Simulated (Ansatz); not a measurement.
Single points on the cluster Ni2H.

```yaml
crystal:
  periodic: [false, false, false]
  atoms:
    - {symbol: Ni, position_ang: [0.211321, 0.678615, -0.905538]}
    - {symbol: Ni, position_ang: [-0.654862, -0.076373, 0.943727]}
    - {symbol: H, position_ang: [0.443550, -0.602231, -0.038189]}
basis:
  gaussian: {orbitals: def2-TZVP, initial_orbitals: start.molden}
magnetization: {spin_polarized: true, initial_magnetization: 1}
hamiltonian: {xc: {name: BLYP}, dispersion: d4}
scf: {omitted_lower_state_checks: [starts]}
output: {orbitals: {seedname: orbitals}}
```

The file start.molden holds the orbitals of an earlier run on this structure, at another level or in another basis.

```sh
$ ansatz run in.yaml --threads 4 --pin off --events-out ev --progress --plain --max-ram 3916MiB
```

Output, abridged:

```
Functional definition: BLYP
  name "BLYP"
  cite "Becke, Phys. Rev. A 38, 3098 (1988) doi:10.1103/PhysRevA.38.3098"
  cite "Lee, Yang & Parr, Phys. Rev. B 37, 785 (1988) doi:10.1103/PhysRevB.37.785"
  parameter beta = 0.0042
  parameter a = 0.04918
  parameter b = 0.132
  parameter c = 0.2533
  parameter d = 0.349
  exchange = b88_x(beta = beta)
  correlation = lyp_c(a = a, b = b, c = c, d = d)
these checks for a lower state are left out or cut short: starts
938 factors; their error is unknown
mean field evaluation 1: about -82107.7542 eV, gradient 8.7e0 eV
mean field evaluation 2: about -82108.2798 eV, gradient 1.0e0 eV
mean field evaluation 4: about -82108.4331 eV, gradient 1.8e0 eV
mean field evaluation 8: about -82108.5256 eV, gradient 1.2e-1 eV
mean field evaluation 16: about -82108.5304 eV, gradient 3.0e-1 eV
mean field evaluation 32: about -82108.5697 eV, gradient 8.5e-6 eV
mean field -82108.56969660 eV, -3017.4342811624 hartree, gradient 6.2e-6 eV, S^2 0.769357; 1 other end points of the search recorded, 0 dependent functions left out
reference -82108.56995077 eV, -3017.4342905032 hartree; 29, 28 occupied and 67, 68 virtual orbitals, 938 factors
Total energy: -82108.67555997 eV, -3017.4381715696 hartree
Checks for a lower state left out: starts
```

Run time 9 s (4 threads of Arm Neoverse N1 on a shared host).

First input, but with `correlation: {method: mp2}` and without the key `hamiltonian` (abridged; 2.5 s):

```
Functional definition: HF
mean field -82018.78913013 eV, -3014.1349062001 hartree, gradient 2.8e-6 eV, S^2 1.668423
10 core orbitals not correlated: weight in the atoms' cores, before any rotation towards them, 1.000 or more for the frozen orbitals, at most 0.000 for the correlated occupied ones
second order -35.11451699 eV of doubles, -0.00000000 eV of singles
Total energy: -82053.90364711 eV, -3015.4253408979 hartree
Checks for a lower state left out: starts
```

As the first input, with `hamiltonian: {xc: {name: revPBE}, dispersion: d4}` (abridged; 8.5 s):

```
Functional definition: revPBE
mean field evaluation 16: about -82098.2634 eV, gradient 3.1e-1 eV
mean field evaluation 32: about -82098.3060 eV, gradient 9.7e-5 eV
mean field -82098.30604422 eV, -3017.0570988946 hartree, gradient 1.2e-6 eV, S^2 0.774758; 1 other end points of the search recorded, 0 dependent functions left out
Total energy: -82098.43086039 eV, -3017.0616858044 hartree
Checks for a lower state left out: starts
```

As the first input, with `hamiltonian: {xc: {name: LC-wPBE}}` (abridged; 9 s):

```
Functional definition: LC-wPBE
mean field -82091.23014800 eV, -3016.7970645046 hartree, gradient 5.9e-6 eV, S^2 1.088298
Total energy: -82091.23014801 eV, -3016.7970645049 hartree
Checks for a lower state left out: starts
```

The first input with `hamiltonian: {xc: r2scan, dispersion: d4}`, `output: {forces: true, orbitals: {seedname: orbitals}}` (abridged; 25 s):

```
Functional definition: r2SCAN
mean field evaluation 16: about -82101.7150 eV, gradient 2.6e-5 eV
mean field -82101.71498663 eV, -3017.1823752174 hartree, gradient 2.4e-7 eV, S^2 1.105468
Total energy: -82101.72405315 eV, -3017.1827084059 hartree
Atom 0 force     0.007191     0.218523    -0.210419 eV/Å
Atom 1 force    -0.197193     0.039819     0.226445 eV/Å
Atom 2 force     0.190003    -0.258343    -0.016026 eV/Å
Dipole moment:    -0.076111     0.103373     0.006524 e Å
Checks for a lower state left out: starts
```

First input, but with `gaussian: {orbitals: def2-TZVPD, initial_orbitals: start.molden}`, `hamiltonian: {xc: pbe, dispersion: d4}` (abridged; 11 s):

```
Functional definition: PBE
mean field evaluation 16: about -82090.5856 eV, gradient 3.0e-1 eV
mean field evaluation 32: about -82090.6241 eV, gradient 1.9e-5 eV
mean field -82090.62410250 eV, -3016.7747927434 hartree, gradient 4.6e-6 eV, S^2 0.772318; 1 other end points of the search recorded, 0 dependent functions left out
Total energy: -82090.67265344 eV, -3016.7765769574 hartree
Checks for a lower state left out: starts
```

The first input with `gaussian: {orbitals: def2-TZVPD, initial_orbitals: start.molden}`, `hamiltonian: {xc: pbe0, dispersion: d4}` (abridged; 5.5 s):

```
Functional definition: PBE0
mean field -82089.20685054 eV, -3016.7227096943 hartree, gradient 1.1e-5 eV, S^2 1.159217
Total energy: -82089.24717934 eV, -3016.7241917505 hartree
Checks for a lower state left out: starts
```

Geometry: r2SCAN-D4/def2-TZVP.

LC-ωPBE has ω = 0.4 bohr⁻¹. Correlated methods freeze 10 core orbitals; core or outer-core shells of Ni are correlated, in sets that lack core-valence functions. At MP2/def2-TZVP, LC-ωPBE/def2-TZVP, r2SCAN-D4/def2-TZVP, PBE0-D4/def2-TZVPD the charge 0 doublet is spin-contaminated (final ⟨S²⟩ up to 1.67, 0.75 for a pure state). The structure comes from a short search, and lower isomers may exist.
